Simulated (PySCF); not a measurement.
C6H13BO2.
InChI=1S/C6H13BO2/c1-6(2,3)5-4-8-7-9-5/h5,7H,4H2,1-3H3/t5-/m1/s1

Torsions of this conformer, `[CH3:1][C:2]([CH3:3])([CH3:4])[C@H:5]1[CH2:6][O:7][BH:8][O:9]1`: C1–C2–C5–C6 -59°.

The closed-shell ground state was solved at several levels (PySCF, density fitting, gas phase, non-relativistic). Geometry: PBE0-D3(BJ)/def2-SVP; no solvent, vibrations or thermal averaging.

```
            level  basis functions  total energy (Eh)  HOMO (eV)  LUMO (eV)  gap (eV)  dipole (D)
wB97X-D/def2-SVPD              290          -411.4499      -9.90       1.94     11.84        2.34
    PBE0/pcSseg-1              218          -411.3280      -7.95       0.89      8.84        2.42
```

Problem. Estimate the row for B3LYP/pcSseg-1, a basis of 218 functions; the other rows only guide the guess.

Solution. Total energy -411.8237 Eh, HOMO -7.73 eV, LUMO 0.62 eV, gap 8.35 eV, dipole 2.41 D.

Problem. Over all these levels, which gives the widest orbital gap and which the narrowest?

Solution. wB97X-D/def2-SVPD (range-separated hybrid) has the widest, 11.84 eV, and B3LYP/pcSseg-1 (global hybrid, 20 % exact exchange) the narrowest, 8.35 eV. Functional and basis both differ between the two, so the spread mixes both effects.

Problem. How far do the dipole and the HOMO energy spread over the levels?

Solution. The dipole runs from 2.34 to 2.42 D (mean 2.39 D) and the HOMO from -9.90 to -7.73 eV.

Note: wB97X-D ran without an empirical dispersion term, which enters the total energy and its gradient alone.
